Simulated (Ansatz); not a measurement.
`CC(=N)[SiH3]` + HCl → `N=C([SiH3])Cl` + CH₄ at 500 K and 1 bar (substitution at a C–C bond).

Calculated with Ansatz (gas phase, PBE0-D4/def2-TZVP geometries, no zero-point term in ΔE). CBS: MP2 limit from def2 TZ/QZ plus the TZ coupled-cluster correction, frozen cores. This one scheme is used for every species. Each species was taken in one conformer, which may not be the lowest.

```csv
species,CCSD(T)/CBS energy (Eh),H − E (kJ/mol),S (J/(mol·K))
`CC(=N)[SiH3]`,-424.06845,261.9,379.3
HCl,-460.38127,32.5,201.9
`N=C([SiH3])Cl`,-843.98946,160.4,370.4
CH₄,-40.46206,135.6,206.8
```

H − E and S are ideal-gas, rigid-rotor, harmonic terms from PBE0-D4/def2-TZVP, for one conformer and one mirror image of each species. 1 Eh = 2625.50 kJ/mol, R = 8.31446 J/(mol·K).

**Question.** By hand: ΔE, ΔH, ΔS and ΔG.

**Answer.** ΔE = (-843.98946) + (-40.46206) − (-424.06845) − (-460.38127) = -0.00180 Eh = -4.7 kJ/mol. Δ(H − E) = 160.4 + 135.6 − 261.9 − 32.5 = 1.6, so ΔH = -3.1 kJ/mol. ΔS = 370.4 + 206.8 − 379.3 − 201.9 = -4.0 J/(mol·K). ΔG = -3.1 − 500 × (-4.0)/1000 = -1.1 kJ/mol.

**Question.** By hand: the equilibrium constant, and the temperature at which ΔG would vanish if ΔH and ΔS stayed fixed.

**Answer.** log₁₀ K = −ΔG/(RT ln 10) = 0.1. ΔG = 0 at ΔH/ΔS = 775 K, though so small a ΔH makes that figure unsure.

TΔS isn't small against ΔH here. The sign of ΔG lies within the doubt. A doubt of 5 kJ/mol in ΔE shifts log₁₀ K by 0.5 here. Other conformers and mirror images would add mixing entropy, several J/(mol·K) or more a flexible species. These are equilibria of isolated gas molecules and say nothing of rates. Largest T1 diagnostic: 0.013 (customary marks: 0.02 for closed shells, 0.045 for open ones).
